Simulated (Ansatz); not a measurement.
`C[BH][SbH2]` + `C=N` → `C=NBC` + stibine at 500 K and 1 bar (cleavage of the B–Sb bond).

Isolated molecules relaxed with PBE0-D4/def2-TZVP in Ansatz; ΔE leaves out vibrations. CCSD(T)/CBS is the MP2 limit (def2-TZVPP, def2-QZVPP) plus CCSD(T) − MP2 in def2-TZVPP, frozen cores. This one scheme is used for every species. def2 core potentials past Kr. For Sb outer-core shells are correlated without core-valence functions, which leaves a few kJ/mol of doubt a bond. One conformer a species, not always the lowest.

```json
{"species": "`C[BH][SbH2]`", "CCSD(T)/CBS energy (Eh)": "-306.44336", "H − E (kJ/mol)": "201.4", "S (J/(mol·K))": "379.4"}
{"species": "`C=N`", "CCSD(T)/CBS energy (Eh)": "-94.52360", "H − E (kJ/mol)": "124.2", "S (J/(mol·K))": "249.5"}
{"species": "`C=NBC`", "CCSD(T)/CBS energy (Eh)": "-159.21633", "H − E (kJ/mol)": "247.9", "S (J/(mol·K))": "352.8"}
{"species": "`[SbH3]`", "CCSD(T)/CBS energy (Eh)": "-241.78682", "H − E (kJ/mol)": "70.2", "S (J/(mol·K))": "256.6"}
```

H − E and S are ideal-gas, rigid-rotor, harmonic terms from PBE0-D4/def2-TZVP, for one conformer and one mirror image of each species. 1 Eh = 2625.50 kJ/mol, R = 8.31446 J/(mol·K).

Task: By hand: ΔE, ΔH, ΔS and ΔG.

Result: ΔE = (-159.21633) + (-241.78682) − (-306.44336) − (-94.52360) = -0.03619 Eh = -95.0 kJ/mol. Δ(H − E) = 247.9 + 70.2 − 201.4 − 124.2 = -7.5, so ΔH = -102.5 kJ/mol. ΔS = 352.8 + 256.6 − 379.4 − 249.5 = -19.5 J/(mol·K). ΔG = -102.5 − 500 × (-19.5)/1000 = -92.8 kJ/mol.

Task: By hand: the equilibrium constant, and the temperature at which ΔG would vanish if ΔH and ΔS stayed fixed.

Result: log₁₀ K = −ΔG/(RT ln 10) = 9.7. ΔG = 0 at ΔH/ΔS = 5256 K, far beyond where these terms or the molecules hold.

ΔH outweighs TΔS. A doubt of 5 kJ/mol in ΔE shifts log₁₀ K by 0.5 here. Other conformers and mirror images would add mixing entropy, several J/(mol·K) or more a flexible species. These are equilibria of isolated gas molecules and say nothing of rates. Largest T1 diagnostic: 0.014 (customary marks: 0.02 for closed shells, 0.045 for open ones).
